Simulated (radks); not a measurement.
The numbers below are computed, except where a source is named.
Q: These are the eigenvalues of the occupied orbitals of an atom or ion with whole-number occupations (hartree). Level of theory: Dirac Kohn-Sham, exchange-only PBE, spin-unpolarised, spherical densities, finite nucleus; Fermi nuclear charge, rms radius of each element as measured or else 0.836 A^(1/3) + 0.57 fm (a radial shooting solver on a logarithmic mesh with Libxc functionals).

| orbital | eigenvalue |
|---|---|
| 1s1/2 | -2809.746 |
| 2s1/2 | -569.2742 |
| 2p1/2 | -549.8698 |
| 2p3/2 | -493.2377 |
| 3s1/2 | -201.1020 |
| 3p1/2 | -192.7053 |
| 3p3/2 | -179.5916 |
| 3d3/2 | -166.0395 |
| 3d5/2 | -163.1305 |

Which element is it, and in what charge state? The configuration may be excited. Open shells, if any, fill j = l - 1/2 first.

A: Z = 76, osmium, charge +49: Os49+ in [Ar] 3d9. The list shows which subshells hold electrons but not how many an open one holds; the 1s level, -2809.7 hartree, gives Z - s = 75.0 by -(Z - s)^2/2, which with screening and relativity narrows Z to a few neighbours, and the depths of the outer levels then fix element, charge and occupations together.
